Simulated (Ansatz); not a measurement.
Computed with Ansatz on PBE0-D4/def2-TZVP structures; ΔE is electronic, products minus reactants. CBS: MP2 limit from def2 TZ/QZ plus the TZ coupled-cluster correction, frozen cores. This one scheme is used for every species. Functionals use def2-TZVPP. Each species was taken in one conformer, which may not be the lowest.

Consider the formal exchange of groups at the Si–O bond: `O[SiH]([SiH3])Cl` + `C#C` → `C#C[SiH]([SiH3])Cl` + H₂O.

`O[SiH]([SiH3])Cl`:

```xyz
9

O    -0.960    1.159   -1.210
Si   -0.585   -0.301   -0.566
Si    0.907    0.073    1.191
Cl    0.339   -1.500   -1.974
H    -1.569    1.188   -1.950
H    -1.812   -1.047   -0.183
H     0.276    0.924    2.234
H     2.128    0.742    0.671
H     1.275   -1.238    1.788
```

`C#C`:

```xyz
4

C     0.049    0.197    0.563
C    -0.049   -0.197   -0.563
H     0.136    0.546    1.565
H    -0.136   -0.546   -1.565
```

`C#C[SiH]([SiH3])Cl`:

Cartesian coordinates in Å:
```
C 1.699 2.087 0.472
C 0.696 1.416 0.480
Si -0.777 0.353 0.432
Si -0.327 -1.564 -0.828
Cl -1.265 -0.213 2.352
H 2.582 2.685 0.471
H -1.914 1.142 -0.100
H -1.529 -2.438 -0.849
H 0.811 -2.294 -0.212
H 0.024 -1.172 -2.218
```

H₂O:

Z-matrix (Å, degrees):
```
O
H 1 0.960
H 1 0.960 2 105.1
```

(1) Is it downhill or uphill in electronic energy at CCSD(T)/CBS, and by how much? (Estimate.)

(2) What do these levels give: B2PLYP, r2SCAN, PBE0, SCS-MP2/def2-TZVPP, MP2/def2-QZVPP, SCS-MP2/def2-QZVPP? (Estimate.)

Largest T1 diagnostic among the species: 0.013.

Results:

(1) Computed: Uphill: ΔE = +0.59 eV.

(2) Ansatz gave: B2PLYP 0.65, r2SCAN 0.62, PBE0 0.58, SCS-MP2/def2-TZVPP 0.60, MP2/def2-QZVPP 0.56, SCS-MP2/def2-QZVPP 0.60 eV.

The D4 term adds −0.05 eV with B3LYP and −0.03 eV with PBE0; it sums over pairs of atoms, weighted by their polarisabilities, and B3LYP, whose exchange is more repulsive, gets the larger term. In def2-TZVPP, CCSD(T) changes the Hartree–Fock value by −0.16 eV (the triples alone add −0.03 eV) and MP2 by −0.20 eV.

B3LYP here is the variant with VWN-RPA as its local correlation; programs differ in this.
